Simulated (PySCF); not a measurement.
Frontier orbitals and the lowest excitations

Species: CH6GeS.
Numbering: `[CH3:1][GeH2:2][SH:3]` (hydrogens: H4, H5, H6 on C1; H7, H8 on Ge2; H9 on S3)

Structure used (PBE0-D3(BJ)/def2-SVP), in Å, numbered top down from 1:
```xyz
9
CH6GeS angstrom
C     -1.1167    0.0997   -0.0436
Ge     0.7025   -0.5915    0.0508
S      1.9919    0.7480    1.2903
H     -1.1295    1.0655   -0.5689
H     -1.5099    0.2449    0.9722
H     -1.7660   -0.6048   -0.5845
H      1.3119   -0.7364   -1.3585
H      0.7602   -1.9372    0.7939
H      1.9056    1.7983    0.4447
```

Level of theory: TDDFT CAM-B3LYP/def2-SVPD, vertical, gas phase, core orbitals frozen in the response in PySCF 2.14.0, density-fitted response routines. Relativistic effects, spin–orbit coupling among them, are left out although an element past zinc is present.

Frontier orbitals with the atoms that hold most of them (Löwdin shares over 4%, at most four atoms; ? is withheld):

```json
{"orbital": "LUMO+2", "ε (eV)": "1.43", "atoms": "S3 23%, C1 21%, Ge2 13%, H6 9%"}
{"orbital": "LUMO+1", "ε (eV)": "0.84", "atoms": "S3 45%, Ge2 22%, H7 9%, H8 8%"}
{"orbital": "LUMO", "ε (eV)": "0.80", "atoms": "Ge2 36%, S3 24%, H9 10%, C1 9%"}
{"orbital": "HOMO", "ε (eV)": "?", "atoms": "?"}
{"orbital": "HOMO-1", "ε (eV)": "-10.14", "atoms": "?"}
{"orbital": "HOMO-2", "ε (eV)": "-10.80", "atoms": "Ge2 32%, H8 25%, C1 21%, S3 10%"}
{"orbital": "HOMO-3", "ε (eV)": "-10.96", "atoms": "Ge2 33%, H7 23%, C1 17%, S3 9%"}
```

(1) Give the leading atoms of the HOMO.

(2) Give the leading atoms of the HOMO-1.

(3) What is the HOMO energy, and the HOMO–LUMO gap?

Results:

(1) S3 (bonded to Ge and H) 76%; Ge2 (bonded to C, S and 2 H) 9%; H9 (bonded to S) 6%; C1 (bonded to Ge and 3 H) 5%.

(2) S3 (bonded to Ge and H) 59%; Ge2 (bonded to C, S and 2 H) 18%; C1 (bonded to Ge and 3 H) 9%; H9 (bonded to S) 5%.

(3) ε(HOMO) = -8.49 eV; the gap is 9.29 eV (0.3414 hartree).

Question: The HOMO–LUMO gap is 9.29 eV. Where does the response calculation put the lowest singlet, and from which orbitals?

Answer: S1 is at 5.84 eV (f = 0.0010), 3.45 eV below the gap, made of HOMO→LUMO (61%), HOMO→LUMO+3 (9%), HOMO→LUMO+2 (9%). Without the coupling terms of the response equations the lowest excitation would equal the gap.

Next come S2 at 5.95 eV (f 0.041), HOMO→LUMO+1 (88%), HOMO→LUMO (8%); S3 at 7.14 eV (f 0.018), HOMO→LUMO+2 (43%), HOMO→LUMO (19%), HOMO→LUMO+3 (11%); S4 at 7.41 eV (f 0.0038), HOMO→LUMO+3 (55%), HOMO→LUMO+2 (30%); S5 at 7.68 eV (f 0.045), HOMO-1→LUMO (35%), HOMO→LUMO+6 (21%), HOMO→LUMO+4 (11%).

One conformer stands for the species.
